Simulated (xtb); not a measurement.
xtb input file for FeF3, SMILES [F][Fe]([F])[F] (connectivity only; charge and spin as stated), neutral, multiplicity 6, GFN2-xTB. 

```
$ xtb mol.xyz --gfn 2 --sp --chrg 0 --uhf 5 --json
$ cat mol.xyz
4

Fe     0.00000000    -0.00000000    -0.39660546
F      1.43735691    -0.82985840     0.38191637
F     -1.43735691    -0.82985840     0.38191637
F      0.00000000     1.65971680     0.38191636
```

Program output:

```
[banner left out]
          |                Calculation Setup                |
           -------------------------------------------------



           -------------------------------------------------
          |                 G F N 2 - x T B                 |
           -------------------------------------------------

        Reference                      10.1021/acs.jctc.8b01176
      * Hamiltonian:
        H0-scaling (s, p, d)           1.850000    2.230000    2.230000
        zeta-weighting                 0.500000
      * Dispersion:
        s8                             2.700000
        a1                             0.520000
        a2                             5.000000
        s9                             5.000000
      * Repulsion:
        kExp                           1.500000    1.000000
        rExp                           1.000000
      * Coulomb:
        alpha                          2.000000
        third order                    shell-resolved
        anisotropic                    true
        a3                             3.000000
        a5                             4.000000
        cn-shift                       1.200000
        cn-exp                         4.000000
        max-rad                        5.000000


          ...................................................
          :                      SETUP                      :
          :.................................................:
          :  # basis functions                  22          :
          :  # atomic orbitals                  21          :
          :  # shells                            9          :
          :  # electrons                        29          :
          :  max. iterations                   250          :
          :  Hamiltonian                  GFN2-xTB          :
          :  restarted?                      false          :
          :  GBSA solvation                  false          :
          :  PC potential                    false          :
          :  electronic temp.          300.0000000     K    :
          :  accuracy                    1.0000000          :
          :  -> integral cutoff          0.2500000E+02      :
          :  -> integral neglect         0.1000000E-07      :
          :  -> SCF convergence          0.1000000E-05 Eh   :
          :  -> wf. convergence          0.1000000E-03 e    :
          :  Broyden damping             0.4000000          :
          :  net charge                          0          :
          :  unpaired electrons                  5          :
          ...................................................

 iter      E             dE          RMSdq      gap      omega  full diag
   1    -17.3759779 -0.173760E+02  0.105E+01    6.96       0.0  T
   2    -17.3945584 -0.185806E-01  0.671E+00    7.19       1.0  T
   3    -17.3973913 -0.283284E-02  0.282E+00    7.23       1.0  T
   4    -17.4056329 -0.824165E-02  0.900E-01    7.57       1.0  T
   5    -17.4056902 -0.572204E-04  0.480E-01    7.83       1.0  T
   6    -17.4056985 -0.829644E-05  0.156E-01    7.80       1.0  T
   7    -17.4057006 -0.214951E-05  0.147E-02    7.83       3.4  T
   8    -17.4057007 -0.513184E-07  0.113E-02    7.83       4.4  T
   9    -17.4057007 -0.436932E-08  0.106E-03    7.83      47.1  T
  10    -17.4057007 -0.202274E-08  0.205E-04    7.83     244.3  T
  11    -17.4057007  0.111342E-10  0.159E-04    7.83     313.5  T

   *** convergence criteria satisfied after 11 iterations ***

         #    Occupation            Energy/Eh            Energy/eV
      -------------------------------------------------------------
         1        2.0000           -0.8153508             -22.1868
       ...           ...                  ...                  ...
        11        2.0000           -0.5035770             -13.7030
        12        2.0000           -0.4970730             -13.5260
        13        1.0000           -0.4491786             -12.2228
        14        1.0000           -0.4407050             -11.9922
        15        1.0000           -0.4407050             -11.9922
        16        1.0000           -0.4040513             -10.9948
        17        1.0000           -0.4040513             -10.9948 (HOMO)
        18                         -0.1164221              -3.1680 (LUMO)
        19                          0.3927353              10.6869
        20                          0.6483072              17.6413
        21                          0.6483072              17.6413
      -------------------------------------------------------------
                  HL-Gap            0.2876292 Eh            7.8268 eV
             Fermi-level           -0.3666808 Eh           -9.9779 eV

 SCC (total)                   0 d,  0 h,  0 min,  0.003 sec
 SCC setup                      ...        0 min,  0.000 sec (  2.160%)
 Dispersion                     ...        0 min,  0.000 sec (  0.574%)
 classical contributions        ...        0 min,  0.000 sec (  0.372%)
 integral evaluation            ...        0 min,  0.000 sec ( 15.156%)
 iterations                     ...        0 min,  0.002 sec ( 51.877%)
 molecular gradient             ...        0 min,  0.001 sec ( 26.053%)
 printout                       ...        0 min,  0.000 sec (  3.499%)

         :::::::::::::::::::::::::::::::::::::::::::::::::::::
         ::                     SUMMARY                     ::
         :::::::::::::::::::::::::::::::::::::::::::::::::::::
         :: total energy             -17.402576853399 Eh    ::
         :: gradient norm              0.000061676873 Eh/a0 ::
         :: HOMO-LUMO gap              7.826790010449 eV    ::
         ::.................................................::
         :: SCC energy               -17.405700558533 Eh    ::
         :: -> isotropic ES            0.056365714504 Eh    ::
         :: -> anisotropic ES          0.001849009865 Eh    ::
         :: -> anisotropic XC          0.003327565680 Eh    ::
         :: -> dispersion             -0.000586998178 Eh    ::
         :: repulsion energy           0.003123705134 Eh    ::
         :: add. restraining           0.000000000000 Eh    ::
         :: total charge               0.000000000000 e     ::
         :::::::::::::::::::::::::::::::::::::::::::::::::::::

           -------------------------------------------------
          |                Property Printout                |
           -------------------------------------------------

    * Orbital Energies and Occupations

         #    Occupation            Energy/Eh            Energy/eV
      -------------------------------------------------------------
         1        2.0000           -0.8153508             -22.1868
       ...           ...                  ...                  ...
         5        2.0000           -0.5122719             -13.9396
         6        2.0000           -0.5122719             -13.9396
         7        2.0000           -0.5096441             -13.8681
         8        2.0000           -0.5096441             -13.8681
         9        2.0000           -0.5060923             -13.7715
        10        2.0000           -0.5035770             -13.7030
        11        2.0000           -0.5035770             -13.7030
        12        2.0000           -0.4970730             -13.5260
        13        1.0000           -0.4491786             -12.2228
        14        1.0000           -0.4407050             -11.9922
        15        1.0000           -0.4407050             -11.9922
        16        1.0000           -0.4040513             -10.9948
        17        1.0000           -0.4040513             -10.9948 (HOMO)
        18                         -0.1164221              -3.1680 (LUMO)
Note: The following floating-point exceptions are signalling: IEEE_DENORMAL
normal termination of xtb
        19                          0.3927353              10.6869
        20                          0.6483072              17.6413
        21                          0.6483072              17.6413
      -------------------------------------------------------------
                  HL-Gap            0.2876292 Eh            7.8268 eV
             Fermi-level           -0.3666808 Eh           -9.9779 eV

     #   Z          covCN         q      C6AA      α(0)
     1  26 Fe       2.037     1.151     4.823     7.084
     2   9 F        0.679    -0.384    13.334     4.311
     3   9 F        0.679    -0.384    13.334     4.311
     4   9 F        0.679    -0.384    13.334     4.311

 Mol. C6AA /au·bohr⁶  :        148.324476
 Mol. C8AA /au·bohr⁸  :       3444.689995
 Mol. α(0) /au        :         20.016601


Wiberg/Mayer (AO) data.
largest (>0.10) Wiberg bond orders for each atom

 ---------------------------------------------------------------------------
     #   Z sym  total        # sym  WBO       # sym  WBO       # sym  WBO
 ---------------------------------------------------------------------------
     1  26 Fe   3.087 --     4 F    1.029     2 F    1.029     3 F    1.029
     2   9 F    1.081 --     1 Fe   1.029
     3   9 F    1.081 --     1 Fe   1.029
     4   9 F    1.081 --     1 Fe   1.029
 ---------------------------------------------------------------------------

Topologies differ in total number of bonds
Writing topology from bond orders to xtbtopo.mol

molecular dipole:
                 x           y           z       tot (Debye)
 q only:        0.000       0.000      -1.693
   full:        0.000       0.000      -2.138       5.433
molecular quadrupole (traceless):
                xx          xy          yy          xz          yz          zz
 q only:       -2.853      -0.000      -2.853       0.000       0.000       5.706
  q+dip:       -3.418      -0.000      -3.418       0.000       0.000       6.837
   full:       -3.873      -0.000      -3.873       0.000       0.000       7.747


           -------------------------------------------------
          | TOTAL ENERGY              -17.402576853399 Eh   |
          | GRADIENT NORM               0.000061676873 Eh/α |
          | HOMO-LUMO GAP               7.826790010449 eV   |
           -------------------------------------------------

------------------------------------------------------------------------
------------------------------------------------------------------------
 total:
 SCF:
```

The run converged.
